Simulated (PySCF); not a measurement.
Species: ethylbenzene, C₈H₁₀.
Numbering: `[CH3:1][CH2:2][c:3]1[cH:4][cH:5][cH:6][cH:7][cH:8]1` (hydrogens: H9, H10, H11 on C1; H12, H13 on C2; H14 on C4; H15 on C5; H16 on C6; H17 on C7; H18 on C8)

Computed with PBE0-D3(BJ)/def2-SVP geometry optimisation, gas phase in PySCF.

(1) What internal coordinates does the optimisation give?

Answers

(1) 
```csv
bond,length (Å),order
C1–C2,1.527,single
C2–C3,1.506,single
"C3–C4, C3–C8",1.400,aromatic
"C4–C5, C7–C8",1.394,aromatic
"C5–C6, C6–C7",1.394,aromatic
"C1–H9, C1–H10, C1–H11",1.101,single
"C2–H12, C2–H13",1.102,single
"C4–H14, C8–H18",1.094,single
"C5–H15, C7–H17",1.093,single
C6–H16,1.093,single
```

Bonds in one row agree within 0.01 Å and their mean is given. Orders are formal, as drawn. A selection of angles:
```csv
angle,degrees
C2–C1–H9,111.3
H9–C1–H10,108.0
C1–C2–C3,112.6
C1–C2–H12,109.5
C3–C2–H12,109.3
H12–C2–H13,106.3
C2–C3–C4,120.9
C4–C3–C8,118.2
C3–C4–C5,121.0
C3–C4–H14,119.3
C5–C4–H14,119.7
C4–C5–C6,120.1
C4–C5–H15,119.8
C6–C5–H15,120.1
C5–C6–C7,119.5
C5–C6–H16,120.2
```

Torsions: C1–C2–C3–C4 -88° (synclinal).

Of the pairs four or more bonds apart, H13···H18 is among the closest relative to their van der Waals radii: 2.46 Å, 103 % of the sum of Bondi's values. The 6-membered ring C3–C4–C5–C6–C7–C8 has internal angles of 118.2° to 121.1°; it is planar, 0.00 Å rms from its mean plane, widest ring torsion 0°. The C–C distances run from 1.394 Å (C4–C5, aromatic) to 1.527 Å (C1–C2, drawn single), a spread of 0.133 Å.

Point group: Cs (every atom within 0.08 Å of its image). Whether it is a minimum is left open (no frequencies). One conformer, not necessarily the lowest.

Rough CPU time on one thread of a shared machine: about 40 s. These figures are those of the optimisation.
